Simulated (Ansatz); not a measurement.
One change: `C[NH][Ga]([F])[F]` becomes `CNB(F)F`.

Ansatz, PBE0-D4/def2-TZVP geometries, multiplicity 1. Each molecule was computed in one conformer, which needn't be the lowest.

Scalar relativity is left out up to krypton.

```json
{"property": "LUMO energy (PBE0/def2-TZVPP) / eV", "`C[NH][Ga]([F])[F]`": "-1.05"}
{"property": "ideal-gas entropy at 298 K and 1 bar (rigid rotor, harmonic PBE0-D4/def2-TZVP) / J/(mol·K)", "`C[NH][Ga]([F])[F]`": "359"}
{"property": "size of the dipole moment (ωB97M-V/def2-TZVPP) / D", "`C[NH][Ga]([F])[F]`": "3.32"}
{"property": "LUMO energy (ωB97M-V/def2-TZVPP) / eV", "`C[NH][Ga]([F])[F]`": "0.81"}
{"property": "HOMO–LUMO gap (PBE/def2-TZVPP) / eV", "`C[NH][Ga]([F])[F]`": "4.06"}
{"property": "HOMO–LUMO gap (PBE0/def2-TZVPP) / eV", "`C[NH][Ga]([F])[F]`": "6.42"}
```

(1) What does the change do to each property? (Best estimate.)

Results:

(1) The calculation gave: 
| property | `CNB(F)F` | shift |
| --- | --- | --- |
| LUMO energy (PBE0/def2-TZVPP) / eV | 0.77 | 1.82 |
| ideal-gas entropy at 298 K and 1 bar (rigid rotor, harmonic PBE0-D4/def2-TZVP) / J/(mol·K) | 312 | -47 |
| size of the dipole moment (ωB97M-V/def2-TZVPP) / D | 2.73 | -0.59 |
| LUMO energy (ωB97M-V/def2-TZVPP) / eV | 2.02 | 1.21 |
| HOMO–LUMO gap (PBE/def2-TZVPP) / eV | 6.38 | 2.32 |
| HOMO–LUMO gap (PBE0/def2-TZVPP) / eV | 8.61 | 2.19 |

With PBE0 the HOMO falls by 0.37 eV and the LUMO rises by 1.82 eV, so the gap widens by about 2.19 eV. PBE moves the HOMO by -0.31 eV and ωB97M-V by -0.37 eV. Dipoles are sizes alone; their direction can turn.
